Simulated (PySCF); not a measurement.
A calculated (BP86, PySCF 2.14, x2c-SVPall, the spin-free X2C one-electron Hamiltonian (Gaussian nucleus)) atom or ion has these occupied shells.

```tsv
shell	electrons	orbital energy (eV)	rms radius, mean of both spins (bohr)
1s α	1	-12504.2	0.0508
1s β	1	-12504.1	0.0508
2s α	1	-1617.3	0.212
2s β	1	-1617.3	0.212
2p α	3	-1424.6	0.189
2p β	3	-1424.4	0.189
3s α	1	-223.99	0.616
3s β	1	-223.78	0.616
3p α	3	-163.65	0.638
3p β	3	-163.40	0.638
3d α	5	-63.948	0.705
3d β	5	-63.600	0.705
4s α	1	-28.027	1.87
4s β	1	-25.409	1.87
4p α	3	-16.532	2.28
```

(1) Name the element and its charge.

## Answers

(1) Se⁺ (selenium, charge +1), in [Ar] 3d10 4s2 4p3, high-spin 4S determinant.
